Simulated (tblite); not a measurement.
Record of a relaxation.

C₄H₁₀BF₃Si₂.
SMILES with atom numbers: `[CH2:1]=[CH:2][Si@@H:3]([CH2:4][BH:5][SiH3:6])[C:7]([F:8])([F:9])[F:10]` (hydrogens: H11, H12 on C1; H13 on C2; H14 on Si3; H15, H16 on C4; H17 on B5; H18, H19, H20 on Si6)

Computed with GFN2-xTB (tblite), gas phase: L-BFGS steps from a force-field or distance-geometry start until the largest atomic force falls under 0.01 eV/Å. 5 of its 250 geometries are shown.

Step 0: E = -883.4906 eV, largest atomic force 2.120 eV/Å
```
atom  x, y, z in Å  |  force x, y, z in eV/Å
C1     -0.789    2.022    0.604   -0.202   0.019  -0.732
C2     -1.028    1.375   -0.544    0.101   0.371   1.252
Si3    -1.112   -0.480   -0.577    0.852   0.355  -1.908
C4      0.453   -1.212    0.094    1.243  -0.482   1.057
B5      1.693   -0.743   -0.760   -0.416  -0.226  -0.331
Si6     3.064    0.382    0.012    0.069  -0.160  -0.042
C7     -2.579   -1.062    0.425   -0.867  -0.393   0.686
F8     -2.399   -0.702    1.756   -0.828  -0.698  -1.276
F9     -2.673   -2.443    0.337   -0.505   1.468   0.539
F10    -3.742   -0.489   -0.051    0.856  -0.951   0.991
H11    -0.669    1.491    1.540   -0.018   0.261  -0.153
H12    -0.741    3.105    0.606    0.084  -0.183   0.265
H13    -1.145    1.925   -1.451   -0.055   0.306  -0.346
H14    -1.296   -0.913   -1.976   -0.257  -0.073   0.148
H15     0.382   -2.317    0.069   -0.052   0.474   0.080
H16     0.575   -0.896    1.169   -0.176  -0.465  -0.821
H17     1.762   -1.029   -1.907   -0.207  -0.159   0.293
H18     2.452    1.617    0.511    0.150   0.164   0.101
H19     3.705   -0.328    1.138    0.107   0.222  -0.030
H20     4.083    0.707   -0.999    0.121   0.150   0.228
```

Step 62: E = -883.9713 eV, largest atomic force 0.034 eV/Å
```
atom  x, y, z in Å  |  force x, y, z in eV/Å
C1     -0.833    2.096    0.620    0.006  -0.002  -0.003
C2     -0.985    1.453   -0.530    0.011  -0.016  -0.001
Si3    -1.015   -0.423   -0.693   -0.014  -0.025   0.018
C4      0.491   -1.358    0.015    0.005  -0.002  -0.005
B5      1.768   -0.928   -0.766    0.020  -0.007   0.011
Si6     3.001    0.397   -0.008   -0.014  -0.003  -0.009
C7     -2.496   -1.014    0.448   -0.001  -0.002  -0.015
F8     -2.335   -0.672    1.744   -0.005  -0.003  -0.019
F9     -2.664   -2.353    0.438    0.000   0.000   0.011
F10    -3.679   -0.490    0.068    0.000   0.012   0.012
H11    -0.712    1.573    1.555   -0.013   0.017   0.009
H12    -0.833    3.173    0.680    0.009   0.001   0.006
H13    -1.103    2.036   -1.436    0.009  -0.002   0.010
H14    -1.420   -0.851   -2.035   -0.002   0.001  -0.009
H15     0.257   -2.420   -0.101    0.003  -0.005  -0.013
H16     0.531   -1.149    1.087   -0.012   0.017  -0.001
H17     1.940   -1.429   -1.815    0.000   0.013   0.008
H18     2.306    1.604    0.477    0.010  -0.006  -0.007
H19     3.726   -0.127    1.164   -0.002   0.012  -0.014
H20     4.049    0.893   -0.914   -0.013   0.000   0.011
```

Step 124: E = -883.9899 eV, largest atomic force 0.054 eV/Å
```
atom  x, y, z in Å  |  force x, y, z in eV/Å
C1     -1.103    2.136    0.623   -0.003  -0.010  -0.041
C2     -0.760    1.412   -0.436    0.006   0.017   0.017
Si3    -0.934   -0.452   -0.606   -0.024   0.007  -0.003
C4      0.551   -1.473    0.027   -0.029   0.030   0.001
B5      1.787   -0.995   -0.790    0.002   0.017   0.005
Si6     2.966    0.409   -0.089    0.005  -0.002  -0.021
C7     -2.469   -0.956    0.499   -0.002  -0.013   0.009
F8     -2.276   -0.790    1.825    0.023   0.007  -0.007
F9     -2.817   -2.250    0.338   -0.001  -0.006   0.002
F10    -3.567   -0.236    0.193    0.013  -0.011   0.001
H11    -1.544    1.700    1.504   -0.001  -0.009  -0.009
H12    -0.963    3.205    0.648   -0.006   0.002   0.023
H13    -0.321    1.926   -1.283    0.021   0.004   0.006
H14    -1.368   -0.824   -1.959   -0.010  -0.010   0.001
H15     0.292   -2.523   -0.129    0.012   0.014   0.006
H16     0.634   -1.304    1.103   -0.033  -0.008   0.004
H17     1.935   -1.468   -1.855    0.017  -0.011   0.007
H18     2.219    1.538    0.498    0.034  -0.042   0.005
H19     3.873   -0.068    0.969   -0.028   0.000   0.015
H20     3.860    1.023   -1.082    0.003   0.025  -0.022
```

Step 187: E = -884.0090 eV, largest atomic force 0.031 eV/Å
```
atom  x, y, z in Å  |  force x, y, z in eV/Å
C1     -1.363    2.224    0.505    0.015  -0.005  -0.016
C2     -0.685    1.451   -0.335   -0.011   0.004   0.010
Si3    -0.927   -0.395   -0.585    0.019  -0.006  -0.009
C4      0.543   -1.446    0.030    0.000  -0.016  -0.006
B5      1.795   -1.025   -0.791    0.011  -0.007   0.004
Si6     3.036    0.337   -0.125    0.013  -0.003   0.012
C7     -2.429   -0.959    0.533    0.007   0.005  -0.004
F8     -2.228   -0.742    1.850    0.001  -0.002   0.014
F9     -2.683   -2.279    0.411   -0.014   0.001   0.006
F10    -3.582   -0.331    0.228   -0.005   0.008  -0.011
H11    -2.157    1.848    1.129    0.015  -0.020  -0.013
H12    -1.150    3.277    0.607   -0.005   0.021  -0.002
H13     0.101    1.903   -0.930   -0.018  -0.004   0.025
H14    -1.365   -0.735   -1.944   -0.021   0.005  -0.008
H15     0.259   -2.490   -0.123   -0.014  -0.015   0.015
H16     0.629   -1.279    1.106    0.007   0.013  -0.010
H17     1.952   -1.552   -1.829   -0.004   0.013  -0.006
H18     2.426    1.310    0.799    0.005  -0.016   0.000
H19     4.149   -0.270    0.626    0.005   0.025  -0.003
H20     3.673    1.162   -1.166   -0.007   0.000   0.002
```

Step 249: E = -884.0178 eV, largest atomic force 0.010 eV/Å
```
atom  x, y, z in Å  |  force x, y, z in eV/Å
C1     -1.443    2.262    0.378   -0.002   0.003  -0.005
C2     -0.605    1.434   -0.234    0.004   0.002  -0.003
Si3    -0.889   -0.398   -0.545   -0.007   0.001   0.003
C4      0.552   -1.493    0.060   -0.002   0.003   0.001
B5      1.808   -1.081   -0.759    0.004  -0.002   0.001
Si6     3.037    0.310   -0.128    0.005   0.001   0.000
C7     -2.423   -0.930    0.547   -0.005  -0.001   0.002
F8     -2.266   -0.658    1.859    0.003  -0.001   0.002
F9     -2.678   -2.253    0.470   -0.002   0.003  -0.001
F10    -3.565   -0.313    0.177    0.003   0.000  -0.002
H11    -2.399    1.940    0.756    0.000  -0.008   0.006
H12    -1.208    3.304    0.529    0.001   0.000   0.000
H13     0.339    1.832   -0.590   -0.003   0.000   0.001
H14    -1.336   -0.696   -1.912    0.001   0.000  -0.006
H15     0.243   -2.529   -0.096    0.002   0.000   0.002
H16     0.645   -1.331    1.136   -0.001  -0.001   0.003
H17     1.958   -1.597   -1.804    0.001  -0.003  -0.002
H18     2.636    0.959    1.131   -0.004   0.002   0.003
H19     4.407   -0.171    0.111    0.000  -0.004  -0.004
H20     3.180    1.420   -1.089    0.000   0.002   0.000
```

**Question.** Summarise the path.

**Answer.** The energy falls by 50.87 kJ/mol from step 0 to step 249; nine tenths of that is first reached at step 41. It rises by more than 0.2 meV at step 129. The largest force goes from 2.120 to 0.010 eV/Å. Among the bonds Si3–C7 changes most, from 1.869 to 1.957 Å; the atoms move by 0.801 Å rms after alignment.

The cost below is that of the whole relaxation. Hardware: Intel Xeon at 2.50 GHz, one thread, no GPU, shared host with 64 logical CPUs at a one-minute load of 57. Cost: 8.0 s.
